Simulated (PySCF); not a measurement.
C3H2N3, SMILES n1[c]ncnc1, multiplicity 2. Atoms are numbered in the order given.

```xyz
8

C      0.0000     0.0000    -1.3181
N      0.0000    -1.1781    -0.7523
C      0.0000    -1.1287     0.5905
N      0.0000     0.0000     1.2975
C      0.0000     1.1287     0.5905
N      0.0000     1.1781    -0.7523
H      0.0000    -2.0796     1.1363
H      0.0000     2.0796     1.1363
```
Charge 0, spin multiplicity 2.

Coordinates come from a B3LYP-D3(BJ)/def2-SVP optimisation. The isomer is the one that the SMILES or the coordinates give; other isomers of the formula were not compared.

Method: CAM-B3LYP/def2-TZVP (PySCF).

Q: Estimate the frontier levels, dipole moment and polarisability. (An estimate is asked for; the answer gives what the named calculation found.)

A: 
| Property | Result |
|---|---|
| α spin, highest occupied and lowest empty level | -8.48 and -0.93 eV |
| β spin, highest occupied and lowest empty level | -9.81 and -1.41 eV |
| dipole moment | 1.47 D |
| quadrupole, principal values (traceless, Buckingham form, about the centre of nuclear charge) | -5.21, 2.13, 3.08 D·Å |
| mean static polarisability | 48.0 bohr³ (7.11 Å³) |
| polarisability, principal values | 29.6, 55.7, 58.6 bohr³ |
| ⟨S²⟩ | 0.755 (pure state 0.75) |
